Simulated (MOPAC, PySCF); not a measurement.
H$_{3}$FGeS$_{3}$, SMILES `[F][Ge]([SH])([SH])[SH]`, neutral singlet in the gas phase. 

Z-matrix (Å, degrees):
```
Ge
F 1 1.7616
S 1 2.2188 2 110.61
H 3 1.3563 1 92.49 2 75.25
S 1 2.2218 2 102.18 3 -118.41
H 5 1.3551 1 91.74 2 -166.45
S 1 2.2253 2 107.72 5 -122.99
H 7 1.3561 1 92.19 2 48.57
```
Charge 0, spin multiplicity 1.

All levels are single points at this geometry (PBE-D3(BJ)/def2-TZVP); Pople sets use spherical d functions. Orbital energies aren't observables, and empty levels follow the basis.

M06-2X/6-31G* in PySCF gives HOMO (eV) = -9.06.

Question: Estimate the HOMO (eV) from each of these levels: PBE-D3(BJ)/def2-TZVP in PySCF; B3LYP/LANL2DZ in PySCF; BP86/6-31G* in PySCF; HF/3-21G in PySCF; PM3 in MOPAC.

Answer: 
```tsv
level	HOMO (eV)
PBE-D3(BJ)/def2-TZVP in PySCF	-6.64
B3LYP/LANL2DZ in PySCF	-8.00
BP86/6-31G* in PySCF	-6.68
HF/3-21G in PySCF	-11.23
PM3 in MOPAC	-10.09
```
